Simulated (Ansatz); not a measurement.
Consider the substitution at a C–Sn bond: `C#[C][SnH]([CH3])[F]` + `C[SiH2]BS` → `C#CSB[SiH2]C` + `[CH3][SnH2][F]`.

Calculated with Ansatz (gas phase, PBE0-D4/def2-TZVP geometries, no zero-point term in ΔE). CBS: MP2 limit from def2 TZ/QZ plus the TZ coupled-cluster correction, frozen cores. Functionals use def2-TZVPP. def2 core potentials past Kr. For Sn outer-core shells are correlated without core-valence functions, which leaves a few kJ/mol of doubt a bond. Each species was taken in one conformer, which may not be the lowest.

`C#[C][SnH]([CH3])[F]`:

Cartesian coordinates in Å:
```
C -2.043 -1.958 0.391
C -1.368 -0.958 0.420
Sn -0.196 0.757 0.399
C 1.507 0.523 -0.836
F 0.495 0.896 2.191
H -2.639 -2.842 0.377
H -1.157 2.145 0.193
H 1.201 0.403 -1.876
H 2.149 1.398 -0.745
H 2.051 -0.364 -0.515
```

`C[SiH2]BS`:

```xyz
11

C     1.442    0.167   -1.029
Si    0.283   -0.584    0.244
B    -1.587    0.129    0.087
S    -2.473    0.857    1.426
H     1.510    1.250   -0.905
H     2.447   -0.250   -0.932
H     1.085   -0.037   -2.041
H     0.808   -0.324    1.619
H     0.245   -2.066    0.064
H    -2.214    0.101   -0.932
H    -1.547    0.757    2.399
```

`C#CSB[SiH2]C`:

Cartesian coordinates in Å:
```
C -0.196 2.054 0.092
C 0.738 1.842 0.892
S 2.047 0.892 1.107
B 0.970 0.872 -0.588
Si -0.005 -0.883 -0.789
C -0.872 -1.416 0.789
H -1.072 2.511 -0.314
H 1.616 1.417 -1.433
H 0.948 -1.949 -1.220
H -1.016 -0.761 -1.882
H -0.156 -1.549 1.602
H -1.397 -2.362 0.639
H -1.605 -0.669 1.104
```

`[CH3][SnH2][F]`:

```xyz
8

C    -0.253    0.772    0.835
Sn    0.065   -0.636   -0.723
F     1.961   -1.001   -0.655
H     0.024    0.325    1.789
H     0.364    1.652    0.656
H    -1.302    1.070    0.868
H    -0.191   -0.027   -2.297
H    -0.667   -2.156   -0.472
```

```tsv
level	ΔE (kJ/mol)
r2SCANh-D4	75.6
B2PLYP	103.3
PBE0	76.8
SCS-MP2/def2-TZVPP	98.9
```

What does CCSD(T)/CBS give? (Best estimate.)

Ansatz gave: +101.2 kJ/mol. The listed levels differ from it by -25.6, 2.1, -24.4, -2.3 kJ/mol.

Largest T1 diagnostic among the species: 0.014.

The D4 term adds −11.3 kJ/mol with B3LYP and −5.9 kJ/mol with PBE0; it sums over pairs of atoms, weighted by their polarisabilities, and B3LYP, whose exchange is more repulsive, gets the larger term. Leaving LDA and LC-ωPBE aside and taking each functional with its dispersion term where it has one, the values, not all of them listed here, spread over 58.3 kJ/mol, from revPBE-D4 to BHLYP-D4. LDA lies −32.8 kJ/mol from PBE without D4.

B3LYP here is the variant with VWN-RPA as its local correlation; programs differ in this.
